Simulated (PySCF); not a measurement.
A small calculation by hand: oscillator strength and radiative lifetime

Zn(I)(OH) (HIOZn), SMILES [OH][Zn][I].

Coordinates come from a B3LYP-D3(BJ)/def2-TZVP optimisation. The def2 effective core potentials stand for the cores of I; spin–orbit coupling is left out. The values are those of a single conformer.

TDDFT-CAM-B3LYP/def2-SVPD run with PySCF puts the first singlet state with f over 0.02 at 5.09 eV (vertical), with the transition dipole (0.423, 0.107, 0.000) in atomic units.

### Question
Find the oscillator strength, the wavelength and the radiative lifetime that this transition would have in vacuum if emission retraced absorption.

### Answer

|μ|² = 0.1904 au, so |μ| = 1.11 D. ΔE = 5.09/27.211 = 0.1871 hartree. f = (2/3) ΔE |μ|² = 0.024 (the program prints 0.024).
λ = 1239.84/5.09 = 244 nm; ν = 41054 cm⁻¹.
Einstein's coefficient A = 0.6670 ν² f s⁻¹ (ν in cm⁻¹) = 2.7e7 s⁻¹, so τ = 1/A = 37 ns. This state is S2; the lower singlet has f = 0.009. The figure is the radiative limit of this one transition; relaxation, internal conversion, crossing to triplets and a medium change what is measured.
